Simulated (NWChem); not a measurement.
System: C₄H₅Cl; SMILES CC=C=CCl

Input file for NWChem:

```
start job
memory heap 200 mb stack 900 mb global 1100 mb
geometry units angstroms noautosym nocenter noautoz
  C      0.575481     2.718507     0.269575
  C     -0.247151     1.700306    -0.474175
  C     -0.486272     0.464178    -0.075684
  C     -0.730871    -0.762854     0.332033
  Cl     0.288552    -2.136262    -0.068893
  H      0.983084     2.307719     1.212224
  H      1.421871     3.068871    -0.358677
  H     -0.034484     3.615710     0.508415
  H     -0.686232     2.025612    -1.438707
  H     -1.596734    -1.036510     0.956425
end
basis spherical
  C library def2-svp
  Cl library def2-svp
  H library def2-svp
end
dft
  xc b3lyp
  iterations 150
end
cosmo
  dielec 2.4
end
task dft energy
```

NWChem printed, in part:

```
             Northwest Computational Chemistry Package (NWChem) 7.3.0
             --------------------------------------------------------

                             Geometry "geometry" -> ""
                             -------------------------

 Output coordinates in angstroms (scale by  1.889725989 to convert to a.u.)

  No.       Tag          Charge          X              Y              Z
 ---- ---------------- ---------- -------------- -------------- --------------
    1 C                    6.0000     0.57548100     2.71850700     0.26957500
    2 C                    6.0000    -0.24715100     1.70030600    -0.47417500
    3 C                    6.0000    -0.48627200     0.46417800    -0.07568400
    4 C                    6.0000    -0.73087100    -0.76285400     0.33203300
    5 Cl                  17.0000     0.28855200    -2.13626200    -0.06889300
    6 H                    1.0000     0.98308400     2.30771900     1.21222400
    7 H                    1.0000     1.42187100     3.06887100    -0.35867700
    8 H                    1.0000    -0.03448400     3.61571000     0.50841500
    9 H                    1.0000    -0.68623200     2.02561200    -1.43870700
   10 H                    1.0000    -1.59673400    -1.03651000     0.95642500

 Effective nuclear repulsion energy (a.u.)     181.0866918601

                                 NWChem DFT Module
                                 -----------------

 Summary of "ao basis" -> "ao basis" (spherical)
 ------------------------------------------------------------------------------
       Tag                 Description            Shells   Functions and Types
 ---------------- ------------------------------  ------  ---------------------
 C                          def2-svp                 6       14   3s2p1d
 Cl                         def2-svp                 8       18   4s3p1d
 H                          def2-svp                 3        5   2s1p

 in cosmo_initialize ...

 solvent parameters
 solvname_short: unkn
 solvname_long:  unknown
 dielec:        2.4000

          ---------------
          -cosmo- solvent
          ---------------
 Cosmo: York-Karplus, doi: 10.1021/jp992097l
 dielectric constant -eps-     =   2.40
 screen = (eps-1)/(eps    )    =   0.58333
 surface charge correction     = lagrangian

   van der Waals surface
 --------------------------

 ---------- ATOMIC COORDINATES (A.U.) ------------ VDWR(ANG.) --
     1    1.08750140    5.13723333    0.50942288     2.000
     2   -0.46704767    3.21311244   -0.89606082     2.000
     3   -0.91892084    0.87716923   -0.14302202     2.000
     4   -1.38114592   -1.44158503    0.62745139     2.000
     5    0.54528421   -4.03694982   -0.13018889     2.050
     6    1.85775938    4.36095657    2.29077120     1.300
     7    2.68694658    5.79932528   -0.67780125     1.300
     8   -0.06516531    6.83270115    0.96076504     1.300
     9   -1.29679044    3.82785164   -2.71876201     1.300
    10   -3.01738974   -1.95871988    1.80738118     1.300
 number of segments per atom =         32
 number of   points per atom =         32
 atom (   nspa,  nppa )
 ----------------------
    1 (     19,     0 )       0
    2 (     15,     0 )       0
    3 (     14,     0 )       0
    4 (     14,     0 )       0
    5 (     24,     0 )       0
    6 (     13,     0 )       0
    7 (     16,     0 )       0
    8 (     15,     0 )       0
    9 (     14,     0 )       0
   10 (     15,     0 )       0
 number of -cosmo- surface points =      159
 molecular surface =    129.730 angstrom**2
 molecular volume  =    113.044 angstrom**3
 G(cav/disp)       =      1.509 kcal/mol
 -lineq- algorithm             =   0
 -bem- low  level              =   2
 -bem- from -octahedral-
 gaussian surface charge width =   4.50000
 degree of switching           =   1.00000
 switching function tolerance  =   0.00010
 atomic radii =
 --------------
    1  6.000  2.000
    2  6.000  2.000
    3  6.000  2.000
    4  6.000  2.000
    5 17.000  2.050
    6  1.000  1.300
    7  1.000  1.300
    8  1.000  1.300
    9  1.000  1.300
   10  1.000  1.300
 ...... end of -cosmo- initialization ......

            General Information
            -------------------
          SCF calculation type: DFT
          Wavefunction type:  closed shell.
          No. of atoms     :    10
          No. of electrons :    46
           Alpha electrons :    23
            Beta electrons :    23
          Charge           :     0
          Spin multiplicity:     1
          Use of symmetry is: off; symmetry adaption is: off
          Maximum number of iterations: 150
          AO basis - number of functions:    99
                     number of shells:    47
          Convergence on energy requested:  1.00D-06
          Convergence on density requested:  1.00D-05
          Convergence on gradient requested:  5.00D-04

              XC Information
              --------------
                         B3LYP Method XC Potential
                     Hartree-Fock (Exact) Exchange  0.200
                        Slater Exchange Functional  0.800 local
                    Becke 1988 Exchange Functional  0.720 non-local
              Lee-Yang-Parr Correlation Functional  0.810
                  VWN I RPA Correlation Functional  0.190 local

             Grid Information
             ----------------
          Grid used for XC integration:  medium
          Radial quadrature: Mura-Knowles
          Angular quadrature: Lebedev.
          Tag              B.-S. Rad. Rad. Pts. Rad. Cut. Ang. Pts.
          ---              ---------- --------- --------- ---------
          C                   0.70       49          11.0       434
          Cl                  1.00       88          13.0       590
          H                   0.35       45          12.0       434
          Grid pruning is: on
          Number of quadrature shells:   509
          Spatial weights used:  Erf1

      Superposition of Atomic Density Guess
      -------------------------------------

 Sum of atomic energies:        -612.31915636

      Non-variational initial energy
      ------------------------------

 Total energy =    -614.955044
 1-e energy   =   -1198.358548
 2-e energy   =     402.316812
 HOMO         =      -0.271442
 LUMO         =      -0.009158

   convergence    iter        energy       DeltaE   RMS-Dens  Diis-err
 ---------------- ----- ----------------- --------- --------- ---------
     COSMO gas phase
 d= 0,ls=0.0,diis     1   -615.2696231346 -7.96D+02  1.13D-02  4.74D-01
 d= 0,ls=0.0,diis     2   -615.2746974838 -5.07D-03  7.25D-03  4.08D-01
 d= 0,ls=0.0,diis     3   -615.3141315138 -3.94D-02  2.50D-03  9.55D-02
 d= 0,ls=0.0,diis     4   -615.3255643145 -1.14D-02  8.29D-04  7.97D-03
 d= 0,ls=0.0,diis     5   -615.3267571823 -1.19D-03  1.61D-04  2.83D-04
  Resetting Diis
 d= 0,ls=0.0,diis     6   -615.3267881160 -3.09D-05  7.40D-05  4.53D-05
 d= 0,ls=0.0,diis     7   -615.3267935229 -5.41D-06  5.97D-05  7.92D-06
 d= 0,ls=0.0,diis     8   -615.3267910464  2.48D-06  3.82D-05  2.64D-05
 d= 0,ls=0.0,diis     9   -615.3267945429 -3.50D-06  3.66D-06  1.38D-07
 d= 0,ls=0.0,diis    10   -615.3267945598 -1.70D-08  8.65D-07  8.16D-09

   convergence    iter        energy       DeltaE   RMS-Dens  Diis-err
 ---------------- ----- ----------------- --------- --------- ---------
     COSMO solvation phase
 d= 0,ls=0.0,diis     1   -615.3288365604 -2.04D-03  9.44D-04  4.76D-04
 d= 0,ls=0.0,diis     2   -615.3289754014 -1.39D-04  2.27D-04  3.33D-04
 d= 0,ls=0.0,diis     3   -615.3290120060 -3.66D-05  8.47D-05  9.71D-05
 d= 0,ls=0.0,diis     4   -615.3290236699 -1.17D-05  2.94D-05  1.07D-05
 d= 0,ls=0.0,diis     5   -615.3290250391 -1.37D-06  5.24D-06  1.83D-07
 d= 0,ls=0.0,diis     6   -615.3290250526 -1.35D-08  2.12D-06  7.51D-08

         Total DFT energy =     -615.329025052578
      One electron energy =    -1202.545612680321
           Coulomb energy =      457.672484788018
    Exchange-Corr. energy =      -51.708736699393
 Nuclear repulsion energy =      181.086691860063

             COSMO energy =        0.166147679056

 Numeric. integr. density =       46.000006132476

                                   COSMO solvation results
                                   -----------------------

                 gas phase energy =      -615.326794559845
                 sol phase energy =      -615.329025052578
 (electrostatic) solvation energy =         0.002230492732 (    1.40 kcal/mol)

                       DFT Final Molecular Orbital Analysis
                       ------------------------------------

 Vector   21  Occ=2.000000D+00  E=-3.092090D-01
              MO Center=  1.6D-01, -2.0D+00, -1.4D-02, r^2= 1.5D+00
   Bfn.  Coefficient  Atom+Function         Bfn.  Coefficient  Atom+Function
  ----- ------------  ---------------      ----- ------------  ---------------
    67      0.399587   5 Cl px               68      0.360879   5 Cl py
    69     -0.337463   5 Cl pz               64      0.304623   5 Cl px
    65      0.256312   5 Cl py               66     -0.253260   5 Cl pz
    61      0.175618   5 Cl px               95      0.153398  10 H  s
    62      0.148961   5 Cl py               63     -0.146267   5 Cl pz

 Vector   22  Occ=2.000000D+00  E=-2.725590D-01
              MO Center= -2.6D-01,  1.0D+00, -1.8D-01, r^2= 2.9D+00
   Bfn.  Coefficient  Atom+Function         Bfn.  Coefficient  Atom+Function
  ----- ------------  ---------------      ----- ------------  ---------------
    32      0.324521   3 C  px               18      0.313750   2 C  px
    21      0.205653   2 C  px               35      0.201318   3 C  px
    34     -0.189728   3 C  pz               20     -0.182887   2 C  pz
    68     -0.178281   5 Cl py               65     -0.137160   5 Cl py
    85      0.137498   8 H  s                80     -0.136385   7 H  s

 Vector   23  Occ=2.000000D+00  E=-2.539555D-01
              MO Center= -2.7D-01, -6.0D-01,  3.9D-03, r^2= 3.2D+00
   Bfn.  Coefficient  Atom+Function         Bfn.  Coefficient  Atom+Function
  ----- ------------  ---------------      ----- ------------  ---------------
    69      0.353960   5 Cl pz               34     -0.289768   3 C  pz
    48     -0.283611   4 C  pz               66      0.242011   5 Cl pz
    67      0.235153   5 Cl px               32     -0.189906   3 C  px
    46     -0.187959   4 C  px               37     -0.185872   3 C  pz
    51     -0.175951   4 C  pz               64      0.160610   5 Cl px

 Vector   24  Occ=0.000000D+00  E=-2.206698D-02
              MO Center= -2.8D-01,  4.5D-01, -1.5D-01, r^2= 4.0D+00
   Bfn.  Coefficient  Atom+Function         Bfn.  Coefficient  Atom+Function
  ----- ------------  ---------------      ----- ------------  ---------------
    21      0.441381   2 C  px               68      0.388072   5 Cl py
    18      0.338491   2 C  px               32     -0.296252   3 C  px
    35     -0.292277   3 C  px               23     -0.267478   2 C  pz
    60      0.249807   5 Cl s                50      0.242029   4 C  py
    67     -0.240008   5 Cl px               36      0.236476   3 C  py

 Vector   25  Occ=0.000000D+00  E=-9.401678D-04
              MO Center= -4.7D-01,  2.6D-01, -2.4D-02, r^2= 3.7D+00
   Bfn.  Coefficient  Atom+Function         Bfn.  Coefficient  Atom+Function
  ----- ------------  ---------------      ----- ------------  ---------------
     3      0.687307   1 C  s                51      0.478747   4 C  pz
    91     -0.447285   9 H  s                37     -0.397042   3 C  pz
    34     -0.352894   3 C  pz               48      0.344459   4 C  pz
    35     -0.309853   3 C  px               49      0.294803   4 C  px
    81     -0.250734   7 H  s                86     -0.249549   8 H  s

 Vector   26  Occ=0.000000D+00  E= 7.000423D-02
              MO Center= -8.9D-01, -7.3D-01,  5.5D-01, r^2= 5.4D+00
   Bfn.  Coefficient  Atom+Function         Bfn.  Coefficient  Atom+Function
  ----- ------------  ---------------      ----- ------------  ---------------
    45      1.460533   4 C  s                96     -1.420649  10 H  s
     3      0.766319   1 C  s                31     -0.600693   3 C  s
    44      0.432363   4 C  s                81     -0.406941   7 H  s
    60     -0.394608   5 Cl s                17      0.380768   2 C  s
    50     -0.379877   4 C  py               76     -0.374219   6 H  s

     Multipole analysis of the density
     ---------------------------------

     L   x y z        total         alpha         beta         nuclear
     -   - - -        -----         -----         ----         -------
     0   0 0 0     -0.000000    -23.000000    -23.000000     46.000000

     1   1 0 0     -0.205455      0.218516      0.218516     -0.642486
     1   0 1 0      0.917482      1.983967      1.983967     -3.050452
     1   0 0 1      0.077271      0.020690      0.020690      0.035892

     2   2 0 0    -26.794724    -39.113778    -39.113778     51.432832
     2   1 1 0      1.078930     -8.655363     -8.655363     18.389657
     2   1 0 1     -0.470774     -0.565933     -0.565933      0.661091
     2   0 2 0    -25.177941   -328.714193   -328.714193    632.250444
     2   0 1 1     -1.128897     -0.493769     -0.493769     -0.141358
     2   0 0 2    -26.995485    -26.715777    -26.715777     26.436069
```

Level: B3LYP/def2-SVP, COSMO on the gas-phase geometry. All runs use the structure optimised with PBE-D3(BJ)/def2-SVP. COSMO prints the solvation energy as gas minus solution, so a positive value is a stabilisation.
